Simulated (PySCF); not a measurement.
Ionisation energy along the 19-electron series

Calculated with PySCF 2.14 and a two-component X2C-1e Hamiltonian (Gaussian nucleus, no Breit or QED terms), each ion in its own even-tempered basis scaled to its charge; GMP2 freezes [Ne] and drops the highest virtual spinors. Values in eV. NIST values: (m) measured, (s) semi-empirical, (t) theoretical.

| ion | configuration | GHF (spin-free) | GMP2 (spin-free) | GHF (screened spin-orbit) | GMP2 (screened spin-orbit) | NIST |
| --- | --- | --- | --- | --- | --- | --- |
| Mo²³⁺ | [Ar] 3d1 | 1079.0 | 1078.9 | 1081.7 | 1081.6 | 1082 ± 4 (t) |
| Ru²⁵⁺ | [Ar] 3d1 | 1250.2 | 1250.1 | 1253.7 | 1253.6 | 1253 ± 4 (t) |

Fill in the row of Tc²⁴⁺.

configuration: [Ar] 3d1; GHF (spin-free): 1163.1; GMP2 (spin-free): 1163.0; GHF (screened spin-orbit): 1166.2; GMP2 (screened spin-orbit): 1166.1; NIST: 1166 ± 4 (t).
